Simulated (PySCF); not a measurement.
GeI₄ (SMILES [I][Ge]([I])([I])[I]), singlet, geometry from GFN2-xTB (core potentials on I); PySCF with DF-R2SCAN/def2-SVP.

The PySCF input:
```python
from pyscf import gto, scf, dft

mol = gto.Mole()
mol.atom = '''
    I    -0.93737717    2.25630829   -0.76722226
    Ge   -0.00000000   -0.00000000    0.00000000
    I    -1.74843862   -1.82920992   -0.39393718
    I     0.56773246    0.11521228    2.49452181
    I     2.11808334   -0.54231065   -1.33336237
'''
mol.basis = 'def2-svp'
mol.ecp = {'I': 'def2-svp'}
mol.verbose = 4
mol.build()

mf = dft.RKS(mol)
mf.xc = 'r2scan'
mf = mf.density_fit(auxbasis='def2-universal-jkfit')
mf.kernel()
mf.analyze()
```

Q: What does PySCF print? Leave out banner, timings and long lists.

A: 
```
PySCF version 2.14.0

[INPUT] verbose = 4
[INPUT] num. atoms = 5
[INPUT] num. electrons = 132
[INPUT] charge = 0
[INPUT] spin (= nelec alpha-beta = 2S) = 0
[INPUT] symmetry False subgroup None
[INPUT] Mole.unit = angstrom
[INPUT] Symbol           X                Y                Z      unit          X                Y                Z       unit  Magmom
[INPUT]  1 I     -0.937377170000   2.256308290000  -0.767222260000 AA   -1.771386126720   4.263804720686  -1.449839948070 Bohr   0.0
[INPUT]  2 Ge     0.000000000000   0.000000000000   0.000000000000 AA    0.000000000000   0.000000000000   0.000000000000 Bohr   0.0
[INPUT]  3 I     -1.748438620000  -1.829209920000  -0.393937180000 AA   -3.304070137412  -3.456705773138  -0.744433380483 Bohr   0.0
[INPUT]  4 I      0.567732460000   0.115212280000   2.494521810000 AA    1.072858861426   0.217719655387   4.713963032654 Bohr   0.0
[INPUT]  5 I      2.118083340000  -0.542310650000  -1.333362370000 AA    4.002597421604  -1.024818602935  -2.519689704101 Bohr   0.0

nuclear repulsion = 1135.7579219791
number of shells = 52
number of NR pGTOs = 318
number of NR cGTOs = 136
basis = def2-svp
ecp = {'I': 'def2-svp'}

******** <class 'pyscf.df.df_jk.DFRKS'> ********
method = DFRKS
initial guess = minao
damping factor = 0
level_shift factor = 0
DIIS = <class 'pyscf.scf.diis.CDIIS'>
diis_start_cycle = 1
diis_space = 8
diis_damp = 0
SCF conv_tol = 1e-09
SCF conv_tol_grad = None
SCF max_cycles = 50
direct_scf = False
XC library pyscf.dft.libxc version 7.1.2
    S. Lehtola, C. Steigemann, M. J. T. Oliveira, and M. A. L. Marques,  SoftwareX 7, 1–5 (2018)
XC functionals = r2scan
    J. W. Furness, A. D. Kaplan, J. Ning, J. P. Perdew, and J. Sun,  J. Phys. Chem. Lett. 11, 8208–8215 (2020)
    J. W. Furness, A. D. Kaplan, J. Ning, J. P. Perdew, and J. Sun,  J. Phys. Chem. Lett. 11, 9248–9248 (2020)
    J. W. Furness, A. D. Kaplan, J. Ning, J. P. Perdew, and J. Sun,  J. Phys. Chem. Lett. 11, 8208–8215 (2020)
    J. W. Furness, A. D. Kaplan, J. Ning, J. P. Perdew, and J. Sun,  J. Phys. Chem. Lett. 11, 9248–9248 (2020)
radial grids:
    Treutler-Ahlrichs [JCP 102, 346 (1995); DOI:10.1063/1.469408] (M4) radial grids

becke partition: Becke, JCP 88, 2547 (1988); DOI:10.1063/1.454033
pruning grids: <function nwchem_prune>
grids dens level: 3
symmetrized grids: False
atomic radii adjust function: <function treutler_atomic_radii_adjust>
small_rho_cutoff = 0
Set gradient conv threshold to 3.16228e-05
Initial guess from minao.
tot grids = 108472
init E= -3141.36505900141
  HOMO = -1.84841926891195  LUMO = -1.66745961300779  gap/eV = 4.92416
cycle= 1 E= -3262.75713192066  delta_E= -121  |g|= 5.97  |ddm|= 17.2
  HOMO = 0.0290524952132115  LUMO = 0.0383774422045828  gap/eV = 0.25374
cycle= 2 E= -3263.34012788969  delta_E= -0.583  |g|= 5.08  |ddm|= 15.2
  HOMO = -0.207444435137959  LUMO = 0.00340646214952045  gap/eV = 5.73755
cycle= 3 E= -3266.8547039989  delta_E= -3.51  |g|= 2.09  |ddm|= 7.53
  HOMO = -0.274856912972766  LUMO = -0.197521767337548  gap/eV = 2.10440
cycle= 4 E= -3267.93340866828  delta_E= -1.08  |g|= 0.914  |ddm|= 3.53
  HOMO = -0.248503134118726  LUMO = -0.157119268103145  gap/eV = 2.48668
cycle= 5 E= -3268.16827185852  delta_E= -0.235  |g|= 0.0946  |ddm|=  1.2
  HOMO = -0.257790850927762  LUMO = -0.167128787535361  gap/eV = 2.46704
cycle= 6 E= -3268.16838288441  delta_E= -0.000111  |g|= 0.0762  |ddm|= 0.184
  HOMO = -0.256658081767102  LUMO = -0.164315600967043  gap/eV = 2.51277
cycle= 7 E= -3268.17021638611  delta_E= -0.00183  |g|= 0.00455  |ddm|= 0.0949
  HOMO = -0.256062918329418  LUMO = -0.163925178112869  gap/eV = 2.50720
cycle= 8 E= -3268.17022312245  delta_E= -6.74e-06  |g|= 0.000981  |ddm|= 0.0095
  HOMO = -0.256073391708839  LUMO = -0.163876492567361  gap/eV = 2.50881
cycle= 9 E= -3268.17022347516  delta_E= -3.53e-07  |g|= 7.82e-05  |ddm|= 0.00168
  HOMO = -0.256085395735371  LUMO = -0.16389148854455  gap/eV = 2.50872
cycle= 10 E= -3268.17022347663  delta_E= -1.48e-09  |g|= 2.38e-05  |ddm|= 0.000202
  HOMO = -0.256085059697043  LUMO = -0.163891528495014  gap/eV = 2.50871
cycle= 11 E= -3268.17022347686  delta_E= -2.26e-10  |g|= 6.03e-06  |ddm|= 6.39e-05
  HOMO = -0.25608539247638  LUMO = -0.163891486828241  gap/eV = 2.50872
Extra cycle  E= -3268.17022347683  delta_E= 2.55e-11  |g|= 1.02e-05  |ddm|= 3.42e-05
converged SCF energy = -3268.17022347683
**** SCF Summaries ****
Total Energy =                       -3268.170223476834963
Nuclear Repulsion Energy =            1135.757921979101866
One-electron Energy =                -7233.271282899525431
Two-electron Energy =                 2829.343137443589058
Two-electron Coulomb Energy =         2997.843787392865124
DFT Exchange-Correlation Energy =     -168.500649949276209
HOMO-LUMO gap [eV] =                     2.508723955282948
**** MO energy ****
MO #1   energy= -398.208454420529  occ= 2
MO #2   energy= -49.671336980483   occ= 2
MO #3   energy= -44.1726340006019  occ= 2
MO #4   energy= -44.1726338757486  occ= 2
MO #5   energy= -44.1726336142555  occ= 2
MO #6   energy= -6.80560013412224  occ= 2
MO #7   energy= -6.80559899429449  occ= 2
MO #8   energy= -6.80559865811198  occ= 2
MO #9   energy= -6.80559422912683  occ= 2
MO #10  energy= -6.25521570644435  occ= 2
MO #11  energy= -4.82805760967902  occ= 2
MO #12  energy= -4.82805698939337  occ= 2
MO #13  energy= -4.82805554122817  occ= 2
MO #14  energy= -4.82805323456978  occ= 2
MO #15  energy= -4.81439396001428  occ= 2
MO #16  energy= -4.81439252430527  occ= 2
MO #17  energy= -4.81439210607182  occ= 2
MO #18  energy= -4.81439182416784  occ= 2
MO #19  energy= -4.8143909439943   occ= 2
MO #20  energy= -4.8143893038737   occ= 2
MO #21  energy= -4.81438672190218  occ= 2
MO #22  energy= -4.8143846806792   occ= 2
MO #23  energy= -4.40812517928095  occ= 2
MO #24  energy= -4.40812241352361  occ= 2
MO #25  energy= -4.40812201979679  occ= 2
MO #26  energy= -1.87870264786085  occ= 2
MO #27  energy= -1.87867315884913  occ= 2
MO #28  energy= -1.87867146783834  occ= 2
MO #29  energy= -1.87866775911121  occ= 2
MO #30  energy= -1.87460732258641  occ= 2
MO #31  energy= -1.87460400705312  occ= 2
MO #32  energy= -1.87460316853647  occ= 2
MO #33  energy= -1.87459569382722  occ= 2
MO #34  energy= -1.87459329116108  occ= 2
MO #35  energy= -1.87457725661841  occ= 2
MO #36  energy= -1.87457385704857  occ= 2
MO #37  energy= -1.87457242405176  occ= 2
MO #38  energy= -1.86348591064914  occ= 2
MO #39  energy= -1.86348406801049  occ= 2
MO #40  energy= -1.86347999608109  occ= 2
MO #41  energy= -1.86347745525899  occ= 2
MO #42  energy= -1.86347722722197  occ= 2
MO #43  energy= -1.86347557817133  occ= 2
MO #44  energy= -1.86347441466778  occ= 2
MO #45  energy= -1.86347155148583  occ= 2
MO #46  energy= -1.21811165811174  occ= 2
MO #47  energy= -1.21810333084618  occ= 2
MO #48  energy= -1.21808080237152  occ= 2
MO #49  energy= -1.21712430324881  occ= 2
MO #50  energy= -1.21711522183129  occ= 2
MO #51  energy= -0.71159606475718  occ= 2
MO #52  energy= -0.674901800762698 occ= 2
MO #53  energy= -0.67490107566223  occ= 2
MO #54  energy= -0.674898807569513 occ= 2
MO #55  energy= -0.505175553104856 occ= 2
MO #56  energy= -0.354639428849266 occ= 2
MO #57  energy= -0.354638730880372 occ= 2
MO #58  energy= -0.354636878981628 occ= 2
MO #59  energy= -0.279716582859351 occ= 2
MO #60  energy= -0.27971610455008  occ= 2
MO #61  energy= -0.272855936120289 occ= 2
MO #62  energy= -0.272853904904991 occ= 2
MO #63  energy= -0.272853255033222 occ= 2
MO #64  energy= -0.256087120103064 occ= 2
MO #65  energy= -0.256085917171876 occ= 2
MO #66  energy= -0.25608539247638  occ= 2
MO #67  energy= -0.163891486828241 occ= 0
MO #68  energy= -0.0650048408752801 occ= 0
MO #69  energy= -0.0650037346319156 occ= 0
MO #70  energy= -0.0650031848943954 occ= 0
MO #71  energy= 0.144826388577068  occ= 0
MO #72  energy= 0.189664661059167  occ= 0
MO #73  energy= 0.189666328857403  occ= 0
MO #74  energy= 0.18967047718175   occ= 0
Dipole moment(X, Y, Z, Debye): -0.00039,  0.00013,  0.00014
```
